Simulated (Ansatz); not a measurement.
Molecule: TaO, net charge 1, triplet state. The spin state was set by rule; other spins were not relaxed. 
Geometry from a B3LYP-D3(BJ)/def2-TZVP (Ansatz, an electronic-structure program) optimisation:
SMILES: [O]=[Ta+]
```xyz
2

Ta     0.0000     0.0000    -0.1651
O      0.0000     0.0000     1.5062
```
Charge +1, spin multiplicity 3.

Basis-set convergence of Hartree-Fock and MP2 correlation energies (hartree) with Ansatz. Valence correlation only, unless marked. UHF or UKS for open shells. No spin-orbit coupling. Frozen are the shells of the preceding noble gas and the d and f shells that filled before the atom's block. In def2 rows, elements after Kr have scalar-relativistic effective core potentials.

```csv
basis,functions,E(HF),"E(corr, MP2)"
def2-SVPD,58,-130.90080,-0.29867
def2-TZVPPD,99,-131.00888,-0.34999
def2-QZVPPD,150,-131.01326,-0.37059
```

Extrapolating the two largest sets (X = 3 and 4) as X^-3: E(corr) = (64·(-0.37059) - 27·(-0.34999))/37 = -0.3856 Eh, an estimate of the basis-set limit. The largest set recovers 96.1 % of it, the smallest 77.5 %.
